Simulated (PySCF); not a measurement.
Values are calculated unless marked as measured or tabulated.
**CH7PSi2**

CH7PSi2 is a carbene (divalent C1, bonded to 1 P + 1 Si), neutral, triplet. The structure, one conformer, was relaxed in the gas phase by PBE0-D3(BJ)/def2-SVP. No frequency run checks that it is a minimum.

Singlet and triplet of such a carbene can lie close, and which is the ground state isn't settled here.

SMILES: [SiH3][C]P[SiH3]

```xyz
11

C    -0.528    0.076   -0.685
Si   -0.427    1.529   -1.786
P    -1.158   -0.829    0.668
Si    0.795   -1.082    1.819
H     0.419    1.206   -2.975
H     0.196    2.684   -1.062
H    -1.783    1.949   -2.266
H    -1.175   -2.152    0.112
H     1.180    0.273    2.308
H     1.882   -1.643    0.964
H     0.548   -1.985    2.984
```
Atom numbers follow the order of the file, from 1.

EPR values by unrestricted B3LYP, IGLO-III on C P Si, pcH-1 on H.

Predict g and the largest hyperfine couplings. Where does the spin sit?

g = 2.0015, 2.0022, 2.0028. The zero-field splitting dominates the spectrum: D = 0.52 cm⁻¹, |E| = 0.0094 cm⁻¹ (spin-spin and spin-orbit parts, DFT, rough). The spin sits on C1 (82 %, bonded to 1 P + 1 Si) by Mulliken populations.
```json
{"atom": "C1", "isotope": "13C", "isotropic (MHz)": "88.7", "dipolar, principal values (MHz)": "-66.5, 28.5, 38.0"}
{"atom": "P3", "isotope": "31P", "isotropic (MHz)": "68.3", "dipolar, principal values (MHz)": "-27.5, -23.6, 51.1"}
{"atom": "H8", "isotope": "1H", "isotropic (MHz)": "86.2", "dipolar, principal values (MHz)": "-2.9, -1.7, 4.5"}
{"atom": "Si4", "isotope": "29Si", "isotropic (MHz)": "-68.6", "dipolar, principal values (MHz)": "-11.8, 5.5, 6.3"}
{"atom": "H6", "isotope": "1H", "isotropic (MHz)": "48.2", "dipolar, principal values (MHz)": "-2.9, -2.0, 4.9"}
{"atom": "H7", "isotope": "1H", "isotropic (MHz)": "46.2", "dipolar, principal values (MHz)": "-2.9, -1.9, 4.8"}
```

How do the isotropic couplings move with BHandHLYP?

C1 88.7 to 111.6 MHz, P3 68.3 to 33.3 MHz, H8 86.2 to 84.0 MHz, Si4 -68.6 to -66.1 MHz.

The 2 runs behind this took 77 s in all, one thread each of Intel Xeon 6975P-C on a shared host, launched as `OMP_NUM_THREADS=1 python cluster_run.py task.json out`.
